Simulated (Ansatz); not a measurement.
C$_{2}$H$_{8}$GaNOS (`C[N](C)[Ga]([OH])[SH]`). The species carries charge 0 and has multiplicity 1. Correlated methods include outer-core shells of Ga, which these sets cover unevenly. Scalar relativity is left out up to krypton.

Z-matrix (Å, degrees):
```
C
N 1 1.438
H 1 1.100 2 111.7
H 1 1.093 2 111.2 3 119.9
H 1 1.100 2 111.7 3 -120.1
C 2 1.440 1 113.6 3 60.0
Ga 2 1.813 1 123.8 3 -119.9
H 6 1.100 2 111.6 1 -60.1
H 6 1.100 2 111.6 1 60.0
H 6 1.092 2 111.0 1 180.0
O 7 1.786 2 122.6 1 -0.2
S 7 2.191 2 121.0 1 179.8
H 11 0.959 7 114.7 2 -0.2
H 12 1.344 7 91.8 2 179.9
```

(1) Give the diagnostics of a CCSD(T)/def2-TZVPP run (frozen core, the Gaussian-basis code of Ansatz). (Estimate.)

Answers

(1) Ansatz gave: T1 = 0.0130, largest single amplitude 0.030, largest double 0.022, (T) share of the correlation energy 4.0 %, 10 CCSD cycles. The RHF solution is stable towards an unrestricted one. T1 lies under the customary mark of 0.02 for closed shells.
